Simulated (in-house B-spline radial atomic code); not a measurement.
The numbers below are computed, except where a source is named.
# Making a Troullier-Martins p channel for F, r_c = 1.34 bohr

F, [He] 2s2 2p5, non-relativistic PBE, spherical and spin-unpolarised, from an all-electron radial atomic-structure program (B-spline basis) (atomic units). The all-electron 2p level is ε = -0.408704 hartree and its outer maximum at 0.71 bohr.

Inside r_c the pseudo-orbital is u(r) = r^2 exp(p(r)), with p = c0 + c2 r² + c4 r⁴ + … + c12 r¹². The seven coefficients follow from p and its first four derivatives at r_c, from zero curvature of the screened potential at the origin, c4 = −c2²/(2l + 5), and from the norm inside r_c. At r_c the all-electron orbital has P = 0.672358, P' = -0.4819909, the screened potential V = -0.8992905, V' = 1.605189, V'' = -3.957205, and the norm inside is Q = 0.7208145.

Q: What are p, p' and p'' at r_c?

A: p = ln(P/r_c^2) = ln(0.672358/1.7956) = -0.98230. p' = P'/P − 2/r_c = -0.71687 − 1.49254 = -2.20940. The radial equation gives p'' = 2(V − ε) − 2(2) p'/r_c − p'² = -0.98117 − (-6.59524) − 4.88147 = 0.73260. Differentiating, p''' = 2V' + 2(2)p'/r_c² − 2(2)p''/r_c − 2p'p'' = -0.66109, and p'''' = 2V'' − 4(2)p'/r_c³ + 4(2)p''/r_c² − 2(2)p'''/r_c − 2p''² − 2p'p''' = 0.67433.

For a trial c2 the five matching conditions are linear in c0, c6, c8, c10 and c12, and c2 is varied until the norm inside r_c equals Q. The root nearest zero gives:

```csv
n,c_n
0,1.782304
2,-2.234432
4,-0.7132411
6,1.946544
8,-1.291112
10,0.3850524
12,-0.04439134
```

Q: Check c4 and p(r_c), and find the screened pseudopotential at the origin.

A: −c2²/7 = -0.713241, as listed. The terms c_n r_c^n are 1.78230, -4.01215, -2.29962, 11.26920, -13.42154, 7.18733, -1.48784, which sum to -0.98230. Inverting the radial equation, V_l(r) = ε + 2 p'/r + (p'' + p'²)/2, so V_l(0) = ε + (2l + 3) c2 = -0.408704 + 5 × (-2.23443) = -11.5809 hartree, finite where the all-electron potential diverges.

Orbitals and screened potentials:

```csv
r (bohr),P,u,V all-electron,V pseudo
0.134,0.2165,0.1025,-50.25,-11.56
0.335,0.6439,0.5157,-13.84,-10.9
0.536,0.8611,0.8802,-6.408,-8.33
0.737,0.905,0.9651,-3.477,-4.444
0.938,0.8563,0.8787,-2.066,-1.663
1.139,0.7694,0.7708,-1.322,-0.9992
1.34,0.6724,0.6724,-0.8993,-0.8993
```

Logarithmic derivatives P'/P at R = 1.64 bohr, for energies E around ε:

```json
{"E − ε (hartree)": "-0.5", "all-electron": "0.695984", "pseudo": "0.70482"}
{"E − ε (hartree)": "-0.25", "all-electron": "0.17653", "pseudo": "0.181067"}
{"E − ε (hartree)": "-0.1", "all-electron": "-0.313798", "pseudo": "-0.312542"}
{"E − ε (hartree)": "0", "all-electron": "-0.796872", "pseudo": "-0.796872"}
{"E − ε (hartree)": "0.1", "all-electron": "-1.52916", "pseudo": "-1.52578"}
{"E − ε (hartree)": "0.25", "all-electron": "-3.91091", "pseudo": "-3.84278"}
{"E − ε (hartree)": "0.5", "all-electron": "22.6872", "pseudo": "28.9626"}
```

Q: With P(R) = 0.534986 and a norm of 0.8301 inside R, what slope in energy does norm conservation fix?

A: d(P'/P)/dE = −2 × (norm inside R)/P(R)² = -5.8006 per hartree·bohr at E = ε, for both atoms, since orbital and norm agree at R. Differences over ±0.1 hartree give -6.0768 (all-electron) and -6.0662 (pseudo), which also hold third-order terms. Half a hartree below ε the two curves differ by +0.0088.
